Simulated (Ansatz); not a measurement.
Ansatz (a first-principles code) input (PBE0/def2-QZVPP):
A basis named .json is the Basis Set Exchange file of that set.

Ansatz 0.2 input:
```yaml
crystal:
  periodic: [false, false, false]
  atoms:
    - {symbol: Nb, position_ang: [-0.00000000, 0.00000000, 0.00000000]}
    - {symbol: C, position_ang: [-1.32609136, 1.54639937, 0.70899708]}
    - {symbol: C, position_ang: [1.55762766, 1.02262991, -1.08654052]}
    - {symbol: C, position_ang: [0.80687708, -1.15543593, 1.63293090]}
    - {symbol: C, position_ang: [-1.03841338, -1.41359334, -1.25538746]}
    - {symbol: H, position_ang: [-0.85484132, 2.25053614, 1.40322652]}
    - {symbol: H, position_ang: [-2.11240279, 1.00935044, 1.25935751]}
    - {symbol: H, position_ang: [-1.80966108, 2.11695619, -0.09129346]}
    - {symbol: H, position_ang: [1.19921192, 1.57045503, -1.96475775]}
    - {symbol: H, position_ang: [2.15403169, 1.70403497, -0.47023777]}
    - {symbol: H, position_ang: [2.22336554, 0.22184547, -1.44029354]}
    - {symbol: H, position_ang: [0.04443286, -1.64030624, 2.25213952]}
    - {symbol: H, position_ang: [1.53657297, -1.91132343, 1.32306367]}
    - {symbol: H, position_ang: [1.33174670, -0.42152380, 2.26180982]}
    - {symbol: H, position_ang: [-1.44270945, -0.80967212, -2.08087379]}
    - {symbol: H, position_ang: [-0.38880346, -2.18068492, -1.69060829]}
    - {symbol: H, position_ang: [-1.88094358, -1.90966773, -0.76153244]}
basis:
  gaussian:
    orbitals: def2-QZVPP.json
hamiltonian:
  xc: {name: PBE0}
magnetization: {spin_polarized: true, initial_magnetization: 1}
```

Output:

```
Functional definition: PBE0
integrals: 1.28 GiB planned
1902 factors; their error is unknown
0.73 GiB of the device are held for the grids
5.86 GiB of device memory are held for the factors and their scratch space
mean field: 9.68 GiB planned
mean field evaluation 1: about -5865.9785 eV, gradient 7.3e1 eV
mean field evaluation 2: about -5834.4666 eV, gradient 1.1e2 eV
mean field evaluation 4: about -5889.3579 eV, gradient 6.8e0 eV
mean field evaluation 8: about -5889.6206 eV, gradient 4.0e-2 eV
mean field evaluation 16: about -5889.6221 eV, gradient 1.6e-4 eV
mean field -5889.62207555 eV, -216.4396191472 hartree, gradient 1.1e-5 eV, S^2 0.755202; 1 other end points of the search recorded, 0 dependent functions left out
reference -5889.62212704 eV, -216.4396210394 hartree; 25, 24 occupied and 644, 645 virtual orbitals, 1902 factors
Total energy: -5889.62212704 eV, -216.4396210394 hartree
```

The spin state was set by rule; other spins were not relaxed.
